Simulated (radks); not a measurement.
Results of a calculation; reference values are marked as such.
Task: Successive ionisation energies (eV) of one element, from differences of total energies of ions in their ground configurations, starting at charge 0: 7.610, 21.300, 39.131, 59.942, 83.278, 108.86. Code: a radial shooting solver on a logarithmic mesh with Libxc functionals. Model: non-relativistic Kohn-Sham, TPSS, spin-unpolarised, spherical densities, point nucleus; meta-GGA in the generalised Kohn-Sham scheme. Which element is it?

Result: Copper (Z = 29). The first species listed is Cu in [Ar] 3d10 4s1, the last Cu5+ in [Ar] 3d6.
